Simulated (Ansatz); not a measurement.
Reactions of `OC=C(Cl)Cl`.

Isolated molecules relaxed with PBE0-D4/def2-TZVP in Ansatz; ΔE leaves out vibrations. CBS: MP2 limit from def2 TZ/QZ plus the TZ coupled-cluster correction, frozen cores. This one scheme is used for every species, atoms too. Double bonds are as drawn, so ΔE can hold a change between cis and trans. No spin–orbit coupling; open shells (•) take unrestricted orbitals. Spin–orbit coupling would lower the free atoms: a little for C, Cl, O. For Se outer-core shells are correlated without core-valence functions, so the limit isn't a true one: a few kJ/mol of doubt a bond, and 10 to 20 or more in all where bonds break to atoms. Scalar relativity is left out up to krypton. One conformer a species, not always the lowest.

Question: Order these by ΔE at CCSD(T)/CBS, lowest first. (Estimate.)
A. `OC=C(Cl)Cl` + H₂ → `O/C=C\Cl` + HCl
B. `OC=C(Cl)Cl` + HCl → `ClC=C(Cl)Cl` + H₂O
C. `OC=C(Cl)Cl` → `Cl[C@H]1O[C@@H]1Cl`
D. `OC=C(Cl)Cl` + H₂Se → `O/C=C(/Cl)[SeH]` + HCl
E. `OC=C(Cl)Cl` → 2 C• + 2 Cl• + 2 H• + O•

Answer: A (-1.01 eV), D (-0.14 eV), B (+0.01 eV), C (+0.52 eV), E (+26.98 eV).

Largest T1 diagnostic: 0.012, for `O/C=C\Cl`.
